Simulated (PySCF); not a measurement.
PySCF input file for C3H2, SMILES [C][C][CH2] (connectivity only; charge and spin as stated), neutral, multiplicity 1, PBE/pcSseg-2. Coordinates come from a PBE0-D3(BJ)/def2-TZVP optimisation.

```python
import numpy as np
from pyscf import gto, scf, dft
from pyscf.prop.nmr import rks as nmr

mol = gto.M(
    atom='''
    C    -0.00000000   -0.00000000   -1.11899036
    C     0.00000000    0.00000000    0.20004916
    H    -0.00000000    0.92757854   -1.68814898
    H    -0.00000000   -0.92757854   -1.68814898
    C    -0.00000000    0.00000000    1.48165752
    ''',
    basis='pcSseg-2',
    charge=0,
    spin=0,
    max_memory=1600,
    verbose=3,
)
mf = dft.RKS(mol, xc='pbe')
mf.grids.level = 3
mf.conv_tol = 1e-10
mf.max_cycle = 100
mf.kernel()
n = nmr.NMR(mf)
n.verbose = 2
n.max_cycle_cphf = 60
sigma = n.kernel()
print('atom   isotropic/ppm   span/ppm')
for i, s in enumerate(sigma):
    w = np.linalg.eigvalsh((s + s.T) / 2)
    print(f'{mol.atom_symbol(i):2s}{i + 1:3d} {w.mean():14.3f} {w[2] - w[0]:11.3f}')
```

Output:

```
converged SCF energy = -115.219741981668
atom   isotropic/ppm   span/ppm
C   1          9.413     337.749
C   2        -72.508     155.963
H   3         23.811       6.491
H   4         23.811       6.491
C   5       -551.445     702.863
```

The run converged.
